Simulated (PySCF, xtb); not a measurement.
CH₅AlClN, SMILES [NH]([AlH][Cl])C. The values are those of a single conformer.

Harmonic wavenumbers (cm⁻¹) from GFN2-xTB (xtb) at its own minimum, in rising order: 88, 93, 198, 205, 466, 499, 534, 632, 737, 1010, 1106, 1111, 1309, 1412, 1486, 1497, 1876, 2924, 2946, 2999, 3336.

Problem. What does B3LYP-D3(BJ)/def2-SVP (PySCF 2.14.0) give at its own minimum? (Estimate from the structure and the level; the computed values follow.)

Solution. 113, 125, 180, 271, 468, 521, 576, 673, 754, 1078, 1138, 1147, 1384, 1454, 1465, 1496, 1991, 2985, 3038, 3091, 3567. Paired by order, the mean absolute difference is 54 cm⁻¹ and the zero-point energies are 37.8 and 39.3 kcal/mol.
